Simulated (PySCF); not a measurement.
C₂H₆Be. Atoms are numbered in the order given.

```xyz
9

Be     0.0000     0.0000     0.0000
C      0.0000     0.0000    -1.6807
H      0.8834     0.4978    -2.0961
H     -0.8728     0.5162    -2.0961
H     -0.0106    -1.0140    -2.0961
C      0.0000     0.0000     1.6807
H      0.8834    -0.4978     2.0961
H     -0.8728    -0.5162     2.0961
H     -0.0106     1.0140     2.0961
```
Charge 0, spin multiplicity 1.

Geometry: r2SCAN-D4/def2-TZVP. The isomer is the one that the SMILES or the coordinates give; other isomers of the formula were not compared.

The numbers are results of PySCF with r2SCAN-D4/def2-TZVP, not measurements.

No scaling factor is applied to the harmonic values.

A small imaginary wavenumber (i) marks a very flat motion, where grid noise or a shallow saddle decides the sign.

Modes within 1.5 cm⁻¹ of each other (mostly degenerate sets) share a row, with their intensities summed.

```json
[
 {"mode": "1", "ν (cm⁻¹)": "7i", "IR (km/mol)": "0.0", "Raman (Å⁴/amu)": "0.0", "depolarisation": "–", "moving atoms (share of kinetic energy)": "H 100 %"},
 {"mode": "2–3", "ν (cm⁻¹)": "200", "IR (km/mol)": "10.0", "Raman (Å⁴/amu)": "0.0", "depolarisation": "–", "moving atoms (share of kinetic energy)": "Be 50 %, H 45 %"},
 {"mode": "4–5", "ν (cm⁻¹)": "547", "IR (km/mol)": "0.0", "Raman (Å⁴/amu)": "7.4", "depolarisation": "0.75", "moving atoms (share of kinetic energy)": "H 83 %, C 17 %"},
 {"mode": "6", "ν (cm⁻¹)": "552", "IR (km/mol)": "0.0", "Raman (Å⁴/amu)": "15.4", "depolarisation": "0.09", "moving atoms (share of kinetic energy)": "C 76 %, H 24 %"},
 {"mode": "7–8", "ν (cm⁻¹)": "742", "IR (km/mol)": "233.0", "Raman (Å⁴/amu)": "0.0", "depolarisation": "–", "moving atoms (share of kinetic energy)": "H 53 %, Be 26 %, C 21 %"},
 {"mode": "9", "ν (cm⁻¹)": "1108", "IR (km/mol)": "52.4", "Raman (Å⁴/amu)": "0.0", "depolarisation": "–", "moving atoms (share of kinetic energy)": "Be 60 %, H 36 %"},
 {"mode": "10", "ν (cm⁻¹)": "1221", "IR (km/mol)": "0.0", "Raman (Å⁴/amu)": "6.7", "depolarisation": "0.00", "moving atoms (share of kinetic energy)": "H 79 %, C 21 %"},
 {"mode": "11", "ν (cm⁻¹)": "1252", "IR (km/mol)": "180.1", "Raman (Å⁴/amu)": "0.0", "depolarisation": "–", "moving atoms (share of kinetic energy)": "H 51 %, C 32 %, Be 17 %"},
 {"mode": "12–13", "ν (cm⁻¹)": "1438", "IR (km/mol)": "0.0", "Raman (Å⁴/amu)": "12.4", "depolarisation": "0.75", "moving atoms (share of kinetic energy)": "H 95 %"},
 {"mode": "14–15", "ν (cm⁻¹)": "1441", "IR (km/mol)": "2.9", "Raman (Å⁴/amu)": "0.0", "depolarisation": "–", "moving atoms (share of kinetic energy)": "H 96 %"},
 {"mode": "16–17", "ν (cm⁻¹)": "3010", "IR (km/mol)": "5.4", "Raman (Å⁴/amu)": "321.5", "depolarisation": "–", "moving atoms (share of kinetic energy)": "H 97 %"},
 {"mode": "18–21", "ν (cm⁻¹)": "3083", "IR (km/mol)": "54.8", "Raman (Å⁴/amu)": "342.5", "depolarisation": "–", "moving atoms (share of kinetic energy)": "H 91 %, C 9 %"}
]
```
